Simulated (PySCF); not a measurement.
Molecule: Sn(H)3(Me), SMILES [CH3][SnH3]. Atoms near the plane z = 0.0 Å, at the B3LYP/def2-SVP optimised geometry (x, y, z in Å): Sn1 (-0.6, -0.8, 0.0), H3 (1.1, -0.8, 0.0), H4 (-1.1, 0.8, 0.0).

Level of theory: B3LYP/def2-TZVP, def2 effective core potentials past Kr run with PySCF. The core electrons that the potentials of Sn replace are not part of the density. Cells within 0.4 Å of a nucleus heavier than hydrogen are left out (blank, or x). The values are rescaled to run from 0 to 1.

```
|1111111111111111111111111111111|
|1111111111111111111111111111111|
|1111111111111111111111111111111|
|1111111111111111111111111111111|
|1111111111111111111111111111111|
|1111111111111111111111111111111|
|1111111111111111111111111111111|
|1111111111111111111111111111111|
|1111111111111111111111111111111|
|1111111111111111111111111111111|
|1111111111222221111111111111111|
|1111111123653221111111111111111|
|1111111235985321111111111111111|
|1111112235875321111111111111111|
|1111111234664321111211111111111|
|1111111223332111122221111111111|
|1111111122200011233322111111111|
|111111111111xx00245542111111111|
|11111111111xxxx0257873111111111|
|11111111111xxxx0257873111111111|
|111111111110xx01245542111111111|
|1111111111110111233322111111111|
|1111111111111111122221111111111|
|1111111111111111111211111111111|
|1111111111111111111111111111111|
|1111111111111111111111111111111|
|1111111111111111111111111111111|
|1111111111111111111111111111111|
|1111111111111111111111111111111|
|1111111111111111111111111111111|
|1111111111111111111111111111111|
```
Scale: ten equal steps from 0.000 (start of '0') to 1.00 (end of '9'), in the order '0123456789'; x runs from -3.50 to 3.50, y from -3.50 (bottom) to 3.50 (top).

Task: Which quantity is mapped?
(A) an orbital amplitude
(B) electrostatic potential
(C) electron localisation function
(D) deformation density (molecule minus spherical neutral atoms)

Result: D, deformation density (molecule minus spherical neutral atoms). In full: deformation density (molecule minus spherical neutral atoms) (e/bohr³).
